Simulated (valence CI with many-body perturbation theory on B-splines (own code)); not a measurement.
## A CI+MBPT run for Mg5+

Calculated by configuration interaction combined with many-body perturbation theory (CI+MBPT): five valence electrons over a frozen Dirac-Fock core [He], a basis of 6 s, 6 p, 5 d, 3 f, 1 g functions for each j, with the one-electron correlation potential Σ1 (screened to all orders), the two-electron term Σ2, the three-electron term Σ3, Breit, model QED; selected single and double excitations, second order for the rest (own B-spline code, finite nucleus).

Command, and the settings that its task file holds:

```sh
python run_cv.py task.json out
```

```
atom Mg  Z=12  mass_number=24  rms_radius_fm=3.0570
core [He]
valence 2s2 2p3
avg = 1
basis = S
breit = 1
cap = 10000
capref = 1200
cscale = 1
de = 0.0
dress = 0
eps = 2e-08
h = 0.27
hh = 1
l2 = 3
lcore = 1
maxit = 60
n2 = 5
natural = 1
nlev = 21
nno = [3, 3, 3, 2, 1]
nroot = 26
nsp = [3, 3, 2, 1, 0]
pt2 = 1
qed = 1
rpa = 1
s1 = 1
s2 = 1
s3 = 1
screen = 1
tol = 2e-05
```

It took 46 s on 1 thread of Arm Neoverse N1, with other jobs on the host.

Log. The first blocks belong to the next ion, which gives the ionisation energy. Fields: 2J, parity (1 odd), roots, reference size, generating configurations, candidates as configurations/state functions, variational space P, stored matrix elements, Davidson steps; e2 is the range of second-order energies in hartree. The first line gives the box (bohr), its intervals, the orbitals and the steps of their self-consistent field. Window is the range of levels sought, series limit the energy at which the first omitted orbital would enter, core excitation an estimate of the first excitation out of the core, left out the lowest levels not solved, and shifts from estimates the range by which levels moved from their first estimate, all in cm⁻¹.

```
rmax 9.7 intervals 63 orbitals 36 references ['2s2 2p3', '2s 2p4', '2p5'] scf 6 t 0.8
2J=0 par=0 roots 2 ref 28 generators 8 cand 2573/3838 P 727/999 nnz 0 it 0
2J=0 par=0 roots 2 ref 28 generators 24 cand 6784/11566 P 2883/4402 nnz 1.2e+06 it 7
   second order: generators 46 cand 8453/15293 e2 -0.00006 -0.00004
2J=2 par=0 roots 2 ref 58 generators 8 cand 4035/14574 P 372/998 nnz 0 it 0
2J=2 par=0 roots 2 ref 58 generators 31 cand 9284/37368 P 1462/4998 nnz 2.6e+06 it 7
   second order: generators 58 cand 12944/57436 e2 -0.00038 -0.00024
2J=4 par=0 roots 2 ref 64 generators 9 cand 3745/14683 P 387/995 nnz 0 it 0
2J=4 par=0 roots 2 ref 64 generators 28 cand 8693/43920 P 1515/4996 nnz 2.8e+06 it 6
   second order: generators 48 cand 9209/48694 e2 -0.00034 -0.00030
reference levels 453, estimated 285, window 938530 1/cm; series limit 1317102, core excitation 10364447
2J=3 par=1 roots 10 ref 79 generators 28 cand 12487/108967 P 1249/4813 nnz 2.3e+06 it 11
2J=3 par=1 roots 10 ref 79 generators 86 cand 30365/314402 P 2163/9999 nnz 7.8e+06 it 13
   second order: generators 183 cand 49811/572851 e2 -0.00808 -0.00227
2J=5 par=1 roots 5 ref 67 generators 18 cand 10638/109771 P 964/3814 nnz 1.7e+06 it 9
2J=5 par=1 roots 5 ref 67 generators 61 cand 25958/314263 P 1871/10000 nnz 8.8e+06 it 10
   second order: generators 123 cand 37134/460137 e2 -0.00516 -0.00273
2J=1 par=1 roots 7 ref 52 generators 30 cand 12260/64503 P 1283/3566 nnz 1.1e+06 it 12
2J=1 par=1 roots 7 ref 52 generators 91 cand 29857/188417 P 2801/9996 nnz 7.3e+06 it 11
   second order: generators 171 cand 43725/309554 e2 -0.00260 -0.00094
2J=5 par=0 roots 5 ref 52 generators 25 cand 12580/120313 P 990/3695 nnz 1.7e+06 it 10
2J=5 par=0 roots 5 ref 52 generators 74 cand 31085/382389 P 2094/9997 nnz 8e+06 it 14
   second order: generators 166 cand 50929/720690 e2 -0.01350 -0.00184
2J=3 par=0 roots 7 ref 64 generators 24 cand 11795/91899 P 1051/4205 nnz 2e+06 it 8
2J=3 par=0 roots 7 ref 64 generators 82 cand 31675/316547 P 2164/10000 nnz 8e+06 it 13
   second order: generators 172 cand 48964/566455 e2 -0.01169 -0.00145
2J=1 par=0 roots 7 ref 48 generators 31 cand 12497/63238 P 1330/3556 nnz 1.2e+06 it 12
2J=1 par=0 roots 7 ref 48 generators 79 cand 29823/180041 P 2960/9997 nnz 6.9e+06 it 11
   second order: generators 199 cand 49414/334674 e2 -0.00295 -0.00072
2J=7 par=1 roots 2 ref 42 generators 10 cand 7419/73041 P 865/3546 nnz 1.4e+06 it 6
2J=7 par=1 roots 2 ref 42 generators 31 cand 18063/234851 P 1792/10000 nnz 1.1e+07 it 8
   second order: generators 62 cand 25088/324995 e2 -0.00165 -0.00163
left out: unestimated 1342263, estimated 1012689, shifts from estimates -217 to 294
operators 0.2
```

The Davidson iterations converged. The settings are bad on purpose, so the numbers may not be properties of the ion.

Against 19 measured levels this calculation errs by 1041 cm⁻¹ on average and by 1960 at most. These come from a selection out of NIST levels in Kelleher and Podobedova, J. Phys. Chem. Ref. Data 37, 267 (2008). Levels without a partner in it may be off by more. Among the levels kept, up to 1800 cm⁻¹ of a level comes from second order outside the variational space, and about a tenth of that is noise between levels of different J, which matters for small intervals.

- Valence energy: -50.44889 hartree
- Ionisation energy: 186.62 eV (NIST: 186.76 ± 0.06 eV (semi-empirical))
- Reference configurations for the orbitals: 2s2 2p3, 2s 2p4, 2p5
- Radial orbitals: 36
- Box radius: 9.728 bohr
- Largest variational space: 10000
- Lowest levels: 2s²2p³ ⁴S°_3/2 0, 2s²2p³ ²D°_5/2 55889, 2s²2p³ ²D°_3/2 55901, 2s²2p³ ²P°_1/2 84378, 2s²2p³ ²P°_3/2 84484, 2s2p⁴ ⁴P_5/2 248780, 2s2p⁴ ⁴P_3/2 250410, 2s2p⁴ ⁴P_1/2 251280, 2s2p⁴ ²D_5/2 343140, 2s2p⁴ ²D_3/2 343170, 2s2p⁴ ²S_1/2 403180, 2s2p⁴ ²P_3/2 426760, 2s2p⁴ ²P_1/2 428700, 2p⁵ ²P°_3/2 653830 cm⁻¹
